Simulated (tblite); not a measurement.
A geometry optimisation, step by step.

C₄H₁₁BS.
Numbering: `[CH3:1][B@@H-:2]1[CH2:3][CH2:4][S@+:5]1[CH3:6]` (hydrogens: H7, H8, H9 on C1; H10 on B2; H11, H12 on C3; H13, H14 on C4; H15, H16, H17 on C6)

Computed with GFN2-xTB (tblite), gas phase: L-BFGS steps from a force-field or distance-geometry start until the largest atomic force falls under 0.01 eV/Å. 6 of its 115 geometries are shown.

Step 0: E = -506.3368 eV, largest atomic force 2.883 eV/Å
```
atom  x, y, z in Å  |  force x, y, z in eV/Å
C1      0.323   -1.693    0.637    0.220  -0.110   0.017
B2     -0.320   -0.262    1.026   -0.447  -2.256   1.730
C3     -1.637    0.083    0.219   -1.254   0.152  -0.461
C4     -1.015    1.319   -0.461   -1.187  -0.198  -0.621
S5      0.595    1.166    0.310    1.282   2.453   0.808
C6      1.808    0.691   -0.912    0.803  -0.470  -0.999
H7     -0.279   -2.495    1.109    0.571   0.362  -0.392
H8      1.366   -1.745    1.009   -0.558  -0.352  -0.315
H9      0.308   -1.840   -0.461    0.172  -0.221   0.615
H10    -0.464   -0.143    2.217    0.383   0.187  -0.193
H11    -2.488    0.363    0.886    0.341  -0.329  -0.913
H12    -1.933   -0.696   -0.523   -0.210   0.701   0.542
H13    -1.519    2.256   -0.136    0.591  -0.454  -0.528
H14    -0.956    1.203   -1.560   -0.025   0.453   0.542
H15     1.353    0.035   -1.669    0.281   0.169   0.289
H16     2.201    1.602   -1.399   -0.200  -0.457   0.223
H17     2.650    0.166   -0.405   -0.762   0.372  -0.344
```

Step 23: E = -506.9268 eV, largest atomic force 0.075 eV/Å
```
atom  x, y, z in Å  |  force x, y, z in eV/Å
C1      0.359   -1.725    0.660    0.037  -0.037  -0.007
B2     -0.391   -0.385    1.110    0.023  -0.006  -0.022
C3     -1.644    0.106    0.198   -0.051   0.031  -0.045
C4     -0.990    1.324   -0.446   -0.014   0.002   0.015
S5      0.652    1.329    0.390    0.047  -0.009  -0.010
C6      1.749    0.713   -0.929    0.000  -0.026  -0.009
H7     -0.172   -2.580    1.077   -0.012   0.012   0.045
H8      1.380   -1.786    1.031    0.035  -0.010   0.019
H9      0.388   -1.890   -0.416    0.007   0.046  -0.023
H10    -0.439   -0.173    2.270   -0.026  -0.004   0.013
H11    -2.526    0.393    0.767   -0.038   0.018  -0.002
H12    -1.972   -0.606   -0.559   -0.007  -0.025  -0.021
H13    -1.475    2.274   -0.229    0.014  -0.013   0.009
H14    -0.824    1.242   -1.519   -0.009   0.025   0.042
H15     1.201    0.035   -1.574    0.007   0.000   0.001
H16     2.132    1.560   -1.492   -0.022  -0.043   0.011
H17     2.564    0.181   -0.449    0.011   0.040  -0.016
```

Step 46: E = -506.9491 eV, largest atomic force 0.129 eV/Å
```
atom  x, y, z in Å  |  force x, y, z in eV/Å
C1      0.378   -1.737    0.718    0.030  -0.017   0.019
B2     -0.445   -0.412    1.082    0.086  -0.030   0.021
C3     -1.626    0.117    0.091    0.039  -0.028   0.069
C4     -0.958    1.413   -0.360    0.068  -0.051   0.006
S5      0.713    1.264    0.419   -0.105   0.031  -0.028
C6      1.697    0.634   -0.978   -0.020   0.021  -0.004
H7     -0.102   -2.622    1.133   -0.092   0.049   0.002
H8      1.376   -1.709    1.155    0.033  -0.021  -0.030
H9      0.489   -1.920   -0.351   -0.030  -0.041   0.037
H10    -0.572   -0.182    2.236   -0.012   0.028  -0.059
H11    -2.569    0.312    0.601   -0.020   0.040  -0.049
H12    -1.853   -0.541   -0.750    0.080   0.101   0.000
H13    -1.404    2.325    0.038   -0.005  -0.123   0.010
H14    -0.820    1.522   -1.434   -0.011   0.013   0.008
H15     1.186   -0.201   -1.444    0.000   0.021  -0.011
H16     1.851    1.440   -1.690   -0.014  -0.004   0.015
H17     2.652    0.308   -0.577   -0.028   0.009  -0.005
```

Step 68: E = -506.9921 eV, largest atomic force 0.053 eV/Å
```
atom  x, y, z in Å  |  force x, y, z in eV/Å
C1      0.355   -1.784    0.836   -0.005  -0.001   0.007
B2     -0.421   -0.404    1.047   -0.027   0.026  -0.001
C3     -1.487    0.104   -0.071   -0.004   0.008   0.006
C4     -0.911    1.501   -0.232   -0.007   0.014  -0.024
S5      0.788    1.257    0.422   -0.007  -0.004   0.034
C6      1.607    0.603   -1.063   -0.024  -0.008   0.011
H7     -0.205   -2.578    1.325   -0.018  -0.030   0.022
H8      1.346   -1.783    1.286    0.021   0.004   0.014
H9      0.465   -2.086   -0.205    0.014  -0.015  -0.014
H10    -0.657   -0.087    2.158    0.010   0.000   0.026
H11    -2.534    0.132    0.231    0.013  -0.020  -0.023
H12    -1.436   -0.440   -1.016   -0.011  -0.009  -0.001
H13    -1.385    2.224    0.430    0.030   0.007   0.001
H14    -0.859    1.909   -1.241   -0.011  -0.001   0.008
H15     1.186   -0.362   -1.318   -0.011  -0.006  -0.051
H16     1.479    1.311   -1.875    0.016   0.031  -0.024
H17     2.660    0.495   -0.826    0.019   0.003   0.007
```

Step 91: E = -506.9986 eV, largest atomic force 0.040 eV/Å
```
atom  x, y, z in Å  |  force x, y, z in eV/Å
C1      0.350   -1.798    0.868    0.004   0.000  -0.010
B2     -0.423   -0.412    1.055   -0.002  -0.026  -0.010
C3     -1.486    0.088   -0.069   -0.011   0.018  -0.019
C4     -0.907    1.484   -0.236   -0.038   0.006  -0.010
S5      0.792    1.240    0.417   -0.014   0.008   0.002
C6      1.610    0.637   -1.093   -0.017  -0.010   0.001
H7     -0.219   -2.590    1.353    0.008   0.018  -0.013
H8      1.334   -1.793    1.335   -0.011  -0.003  -0.009
H9      0.477   -2.102   -0.171    0.023   0.003   0.026
H10    -0.660   -0.075    2.162    0.017   0.002   0.012
H11    -2.533    0.116    0.229    0.009   0.001   0.003
H12    -1.439   -0.462   -1.011    0.023   0.006   0.016
H13    -1.376    2.213    0.423    0.007  -0.001   0.008
H14    -0.859    1.886   -1.247    0.008   0.008  -0.007
H15     1.110   -0.255   -1.452    0.004  -0.009  -0.005
H16     1.583    1.423   -1.842    0.012  -0.010   0.023
H17     2.639    0.410   -0.832   -0.021  -0.011  -0.007
```

Step 114: E = -507.0044 eV, largest atomic force 0.008 eV/Å
```
atom  x, y, z in Å  |  force x, y, z in eV/Å
C1      0.391   -1.772    0.874    0.003   0.001   0.000
B2     -0.406   -0.398    1.052   -0.001   0.001   0.000
C3     -1.479    0.085   -0.073   -0.001  -0.004   0.000
C4     -0.925    1.492   -0.235   -0.001  -0.003   0.004
S5      0.779    1.254    0.406   -0.001  -0.002   0.001
C6      1.574    0.610   -1.099   -0.003   0.004   0.002
H7     -0.208   -2.584    1.284    0.002   0.003  -0.007
H8      1.333   -1.777    1.421    0.002  -0.002   0.003
H9      0.609   -2.038   -0.159   -0.002  -0.004   0.000
H10    -0.650   -0.068    2.160   -0.003   0.004  -0.002
H11    -2.527    0.091    0.223   -0.003   0.006   0.001
H12    -1.419   -0.462   -1.015    0.004  -0.007   0.001
H13    -1.397    2.207    0.437    0.001   0.003  -0.002
H14    -0.888    1.905   -1.243    0.002   0.002   0.005
H15     0.950   -0.156   -1.545    0.000  -0.004   0.000
H16     1.726    1.434   -1.790    0.004   0.001  -0.006
H17     2.530    0.189   -0.807   -0.003   0.001   0.000
```

Task: Summarise the path.

Result: The energy falls by 64.42 kJ/mol from step 0 to step 114; nine tenths of that is first reached at step 37. It falls at every step. The largest force goes from 2.883 to 0.008 eV/Å. Among the bonds B2–S5 changes most, from 1.841 to 2.133 Å; the atoms move by 0.469 Å rms after alignment.

Task: Follow the three bonds and two angles with the largest change from start to end.

Result: 
```csv
step,E above end (kJ/mol),largest force (eV/Å),B2–S5 (Å),B2–C3 (Å),C4–S5 (Å),S5–B2–H10 (°),B2–S5–C6 (°)
0,64.42,2.883,1.841,1.582,1.792,111.5,113.4
5,13.24,0.259,2.127,1.611,1.861,102.4,106.8
10,9.71,0.136,2.117,1.636,1.847,102.7,107.7
15,8.73,0.133,2.145,1.625,1.843,100.8,106.5
20,7.78,0.093,2.142,1.630,1.847,101.5,105.4
25,7.36,0.064,2.126,1.629,1.841,102.3,105.5
30,7.19,0.062,2.124,1.630,1.844,102.5,105.3
35,6.64,0.128,2.129,1.631,1.839,102.7,105.5
40,6.02,0.078,2.134,1.629,1.843,102.3,105.7
45,5.49,0.089,2.139,1.630,1.844,102.1,105.4
50,3.82,0.149,2.129,1.628,1.840,101.7,103.4
55,2.50,0.103,2.141,1.628,1.844,100.7,102.7
59,1.92,0.097,2.131,1.628,1.834,100.7,102.3
64,1.41,0.064,2.147,1.626,1.838,100.3,102.3
69,1.14,0.045,2.146,1.626,1.837,100.2,102.4
74,1.01,0.053,2.144,1.625,1.836,100.2,103.1
79,0.85,0.033,2.142,1.627,1.836,100.3,103.6
84,0.69,0.032,2.149,1.626,1.836,99.9,104.1
89,0.61,0.033,2.147,1.626,1.838,100.1,104.1
94,0.49,0.032,2.151,1.625,1.837,99.6,104.1
99,0.33,0.048,2.141,1.627,1.835,100.2,103.6
104,0.20,0.034,2.134,1.628,1.837,100.0,103.2
109,0.04,0.041,2.131,1.628,1.836,100.5,102.8
114,0.00,0.008,2.133,1.627,1.837,100.6,102.7
```

What follows is the cost of the whole relaxation. On one thread of an Arm Neoverse V1, shared host with 32 logical CPUs at a one-minute load of 4.9, this took 0.63 s of wall time.
